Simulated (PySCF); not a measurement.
**Working out the ionisation energy of Fe**

Fe [Ar] 3d6 4s2 (5D) → Fe⁺ [Ar] 3d6 4s1 (6D). Calculation: PySCF 2.14, in pcseg-2; no relativity, point nucleus. Frozen: [Ar]. Energies in hartree (1 hartree = 27.21139 eV):

| part | Fe (lower) | Fe⁺ (upper) |
| --- | --- | --- |
| UHF | -1262.430538 | -1262.196438 |
| MP2 opposite-spin | -0.084583 | -0.049707 |
| MP2 same-spin | -0.075046 | -0.073974 |

**Question.** What does Hartree-Fock give?

**Answer.** (-1262.196438) − (-1262.430538) = 0.234100 hartree = 6.370 eV.

**Question.** What do MP2 and SCS-MP2 (6/5 opposite-spin, 1/3 same-spin) give?

**Answer.** The opposite-spin parts differ by 0.949 eV and the same-spin parts by 0.029 eV. MP2: 6.370 + (0.949) + (0.029) = 7.348 eV. SCS-MP2: 6.370 + 1.2 × (0.949) + (0.029)/3 = 7.518 eV.

Measured between the centres of the two terms (NIST): 7.904 eV, so MP2 (valence) is off by -0.556 eV.

The calculation is non-relativistic.

What remains against the reference includes basis incompleteness, the frozen core and correlation beyond second order.
